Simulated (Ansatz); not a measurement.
Species: C$_{5}$H$_{4}$F, charge 0, multiplicity 2. It need not be the lowest isomer of its formula. 
Geometry from a B3LYP-D3(BJ)/def2-TZVP (Ansatz, an electronic-structure program) optimisation:
```xyz
10

F      1.0313     1.7048    -0.1292
C      0.4259     0.5153    -0.0405
C      1.0164    -0.6856     0.0337
C     -0.0901    -1.6279     0.1120
C     -1.2982    -1.0774     0.0899
C     -1.0681     0.4242    -0.0153
H      2.0705    -0.9070     0.0354
H     -2.2702    -1.5404     0.1338
H     -1.4874     0.9663     0.8383
H     -1.5099     0.8463    -0.9235
```
Charge 0, spin multiplicity 2.

Basis-set convergence of Hartree-Fock and CCSD correlation energies (hartree) with Ansatz. Correlated levels leave the core frozen unless marked. UHF or UKS for open shells. Spin-orbit coupling is left out. No relativistic terms.

The UHF reference is spin-contaminated (<S^2> 0.48 over the pure value in the largest basis). 

```json
[
 {"basis": "cc-pVDZ", "functions": "104", "E(HF)": "-291.01737", "E(corr, CCSD)": "-0.83912"},
 {"basis": "cc-pVTZ", "functions": "236", "E(HF)": "-291.09901", "E(corr, CCSD)": "-1.02386"},
 {"basis": "cc-pVQZ", "functions": "450", "E(HF)": "-291.11898", "E(corr, CCSD)": "-1.08511"}
]
```

Extrapolating the two largest sets (X = 3 and 4) as X^-3: E(corr) = (64·(-1.08511) - 27·(-1.02386))/37 = -1.1298 Eh, an estimate of the basis-set limit. The largest set recovers 96.0 % of it, the smallest 74.3 %.
